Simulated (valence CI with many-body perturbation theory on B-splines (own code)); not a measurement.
**Forbidden lines of Hg41+**

Computed by valence CI with perturbative core correlation (CI+MBPT): three valence electrons over a frozen Dirac-Fock core [Kr], radial functions for each j: 9 s, 9 p, 10 d, 8 f, 5 g, 3 h, 1 i, with the one-electron correlation potential Σ1, the two-electron term Σ2, the three-electron term Σ3, Breit, model QED; selected CI, second order for the rest (own B-spline code, finite nucleus).

No measured spectrum was set against this ion. As an estimate, large intervals hold to a few tenths of a per cent, small ones and those within an open d or f shell to about a per cent. Only levels of the ground parity were solved; by the run's estimate the other parity begins above the list, which can be wrong where configurations are misplaced.

Lines 1 to 50 of 52 in falling wavelength, among levels below 780360 cm⁻¹, chosen from the decays that carry over 1 % of a level's rate. Wavelengths and rates use the calculated energies. Electric multipoles are in the length gauge, E1 and E2 with the static RPA response of the core. Weak lines are less certain than strong ones. Lines between different terms over intervals too small for the method are left out, as are lines whose strength nearly cancels. The highest levels of a list are the least certain.

Levels are named by their leading jj configuration (3d3/2^4 stands for four electrons in 3d with j = 3/2), which in mixed levels can hold well under half, so a name can repeat and another be missing. Letters in brackets count levels of one name in rising energy.

| λ vac (Å) | Upper | Lower | Type | A (s⁻¹) | Branch % |
| --- | --- | --- | --- | --- | --- |
| 2764 | (4d3/2^2 4d5/2) J=7/2 | (4d3/2^2 4d5/2) J=5/2 [a] | M1 | 5.98e+02 | 88.6 |
| 1251 | (4d3/2 4d5/2^2) J=7/2 [b] | (4d3/2 4d5/2^2) J=7/2 [a] | M1 | 1.16e+03 | 1.1 |
| 1245 | (4d3/2^2 4d5/2) J=5/2 [b] | (4d3/2^2 4d5/2) J=7/2 | M1 | 5.35e+02 | 2.5 |
| 1043 | (4d3/2^2 4d5/2) J=5/2 [b] | (4d3/2^2 4d5/2) J=3/2 | M1 | 2.64e+03 | 12.6 |
| 960.2 | (4d3/2 4d5/2^2) J=3/2 [b] | (4d3/2 4d5/2^2) J=1/2 | M1 | 2.16e+03 | 1.0 |
| 873.2 | (4d3/2 4d5/2^2) J=3/2 [b] | (4d3/2 4d5/2^2) J=3/2 [a] | M1 | 3.51e+03 | 1.7 |
| 858.3 | (4d3/2^2 4d5/2) J=5/2 [b] | (4d3/2^2 4d5/2) J=5/2 [a] | M1 | 8.30e+02 | 3.9 |
| 698.2 | (4d5/2^3) J=3/2 | (4d3/2 4d5/2^2) J=3/2 [b] | M1 | 9.64e+03 | 2.3 |
| 696.1 | (4d3/2 4d5/2^2) J=3/2 [a] | (4d3/2^2 4d5/2) J=5/2 [b] | M1 | 7.01e+03 | 1.8 |
| 630.9 | (4d3/2 4d5/2^2) J=5/2 [a] | (4d3/2^2 4d5/2) J=5/2 [b] | M1 | 3.90e+04 | 18.8 |
| 557.7 | (4d5/2^3) J=5/2 | (4d3/2 4d5/2^2) J=3/2 [b] | M1 | 2.36e+04 | 4.5 |
| 530.8 | (4d3/2 4d5/2^2) J=5/2 [b] | (4d3/2^2 4d5/2) J=5/2 [b] | M1 | 5.48e+04 | 43.1 |
| 521.5 | (4d3/2 4d5/2^2) J=7/2 [b] | (4d3/2^2 4d5/2) J=5/2 [b] | M1 | 1.39e+04 | 13.5 |
| 520.5 | (4d3/2 4d5/2^2) J=7/2 [a] | (4d3/2^2 4d5/2) J=7/2 | M1 | 6.28e+04 | 18.7 |
| 517.5 | (4d5/2^3) J=9/2 | (4d3/2 4d5/2^2) J=11/2 | M1 | 1.37e+04 | 3.4 |
| 509.2 | (4d3/2^2 4d5/2) J=5/2 [a] | (4d3/2^3) J=3/2 | M1 | 1.82e+05 | 100.0 |
| 481.6 | (4d3/2 4d5/2^2) J=9/2 | (4d3/2^2 4d5/2) J=9/2 | M1 | 1.23e+05 | 62.9 |
| 478.2 | (4d3/2 4d5/2^2) J=9/2 | (4d3/2^2 4d5/2) J=7/2 | M1 | 7.22e+04 | 37.0 |
| 469.5 | (4d5/2^3) J=3/2 | (4d3/2 4d5/2^2) J=5/2 [b] | M1 | 1.36e+04 | 3.2 |
| 460.9 | (4d3/2^2 4d5/2) J=3/2 | (4d3/2^3) J=3/2 | M1 | 1.45e+05 | 99.9 |
| 452.8 | (4d3/2 4d5/2^2) J=3/2 [a] | (4d3/2^2 4d5/2) J=1/2 | M1 | 4.14e+04 | 10.4 |
| 440.4 | (4d5/2^3) J=9/2 | (4d3/2 4d5/2^2) J=9/2 | M1 | 1.59e+05 | 39.7 |
| 438.0 | (4d3/2 4d5/2^2) J=7/2 [a] | (4d3/2^2 4d5/2) J=5/2 [a] | M1 | 2.72e+05 | 81.2 |
| 432.5 | (4d3/2 4d5/2^2) J=1/2 | (4d3/2^2 4d5/2) J=1/2 | M1 | 2.43e+05 | 93.7 |
| 430.0 | (4d3/2^2 4d5/2) J=7/2 | (4d3/2^3) J=3/2 | E2 | 7.69e+01 | 11.4 |
| 424.3 | (4d3/2^2 4d5/2) J=1/2 | (4d3/2^3) J=3/2 | M1 | 5.45e+04 | 99.3 |
| 418.7 | (4d3/2 4d5/2^2) J=5/2 [a] | (4d3/2^2 4d5/2) J=7/2 | M1 | 8.64e+03 | 4.2 |
| 417.5 | (4d3/2 4d5/2^2) J=3/2 [a] | (4d3/2^2 4d5/2) J=3/2 | M1 | 2.40e+05 | 60.3 |
| 414.2 | (4d3/2 4d5/2^2) J=11/2 | (4d3/2^2 4d5/2) J=9/2 | M1 | 7.93e+04 | 99.7 |
| 411.7 | (4d5/2^3) J=3/2 | (4d3/2 4d5/2^2) J=5/2 [a] | M1 | 1.38e+05 | 32.6 |
| 409.8 | (4d5/2^3) J=9/2 | (4d3/2 4d5/2^2) J=7/2 [a] | M1 | 2.25e+05 | 56.2 |
| 407.0 | (4d5/2^3) J=5/2 | (4d3/2 4d5/2^2) J=7/2 [b] | M1 | 5.02e+04 | 9.6 |
| 404.3 | (4d5/2^3) J=3/2 | (4d3/2 4d5/2^2) J=1/2 | M1 | 1.01e+05 | 23.9 |
| 401.5 | (4d5/2^3) J=5/2 | (4d3/2 4d5/2^2) J=5/2 [b] | M1 | 7.95e+04 | 15.2 |
| 400.1 | (4d3/2 4d5/2^2) J=1/2 | (4d3/2^2 4d5/2) J=3/2 | M1 | 1.47e+04 | 5.7 |
| 393.1 | (4d3/2 4d5/2^2) J=5/2 [a] | (4d3/2^2 4d5/2) J=3/2 | M1 | 1.37e+05 | 66.0 |
| 388.0 | (4d5/2^3) J=3/2 | (4d3/2 4d5/2^2) J=3/2 [a] | M1 | 1.58e+05 | 37.4 |
| 387.3 | (4d3/2 4d5/2^2) J=3/2 [b] | (4d3/2^2 4d5/2) J=5/2 [b] | M1 | 1.32e+05 | 62.4 |
| 384.4 | (4d3/2 4d5/2^2) J=3/2 [a] | (4d3/2^2 4d5/2) J=5/2 [a] | M1 | 1.08e+05 | 27.1 |
| 372.1 | (4d3/2 4d5/2^2) J=5/2 [b] | (4d3/2^2 4d5/2) J=7/2 | M1 | 6.43e+04 | 50.6 |
| 369.6 | (4d3/2 4d5/2^2) J=7/2 [b] | (4d3/2^2 4d5/2) J=9/2 | M1 | 3.64e+04 | 35.5 |
| 367.5 | (4d3/2 4d5/2^2) J=7/2 [b] | (4d3/2^2 4d5/2) J=7/2 | M1 | 4.28e+04 | 41.7 |
| 363.6 | (4d3/2 4d5/2^2) J=5/2 [a] | (4d3/2^2 4d5/2) J=5/2 [a] | M1 | 2.16e+04 | 10.4 |
| 358.5 | (4d5/2^3) J=5/2 | (4d3/2 4d5/2^2) J=5/2 [a] | M1 | 1.34e+05 | 25.6 |
| 340.3 | (4d5/2^3) J=5/2 | (4d3/2 4d5/2^2) J=3/2 [a] | M1 | 1.50e+05 | 28.7 |
| 328.0 | (4d3/2 4d5/2^2) J=5/2 [b] | (4d3/2^2 4d5/2) J=5/2 [a] | M1 | 6.44e+03 | 5.1 |
| 324.4 | (4d3/2 4d5/2^2) J=7/2 [b] | (4d3/2^2 4d5/2) J=5/2 [a] | M1 | 7.53e+03 | 7.3 |
| 319.6 | (4d3/2^2 4d5/2) J=5/2 [b] | (4d3/2^3) J=3/2 | M1 | 1.68e+04 | 80.1 |
| 307.1 | (4d5/2^3) J=5/2 | (4d3/2 4d5/2^2) J=7/2 [a] | M1 | 8.10e+04 | 15.5 |
| 298.2 | (4d3/2 4d5/2^2) J=3/2 [b] | (4d3/2^2 4d5/2) J=1/2 | M1 | 3.30e+03 | 1.6 |
